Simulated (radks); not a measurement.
The lithium anion Li- inside a hard spherical wall (all orbitals vanish at R), configuration held at [He] 2s2 and not refilled when levels cross. Calculated with a radial shooting solver on a logarithmic mesh with Libxc functionals: scalar-relativistic Kohn-Sham, LDA (Slater exchange, VWN5 correlation), spin-unpolarised, spherical densities, finite nucleus; Fermi nuclear charge, rms radius 2.444 fm. Eigenvalues in eV, with the zero of energy where the potential of the charges vanishes at infinity; a dash marks a level that is unbound or too diffuse for the functional's potential to be trusted. A positive occupied level is held by the wall or, in an anion where self-interaction has pushed it up, behind a barrier. The pressure on the wall is -dE/dV.

R (bohr)	E (hartree)	kinetic (hartree)	e(1s)	e(2s)	e(2p, empty)	e(3s, empty)	pressure (GPa)
20	-7.36596	7.263	-46.227	0.882	1.787	1.969	0.000870
12	-7.35846	7.291	-45.365	1.419	2.767	4.347	0.0540
10	-7.34726	7.326	-44.566	1.921	3.477	6.255	0.207
8	-7.31548	7.415	-43.013	2.982	4.861	10.133	0.967
4	-6.74098	8.631	-32.544	14.657	16.949	49.693	73.9
3.5	-6.40998	9.275	-29.118	20.421	21.917	67.653	164
2	-2.32864	16.319	-5.991	84.830	66.236	240.93	4140
1.5	3.67715	25.408	16.532	171.53	118.18	453.47	20300
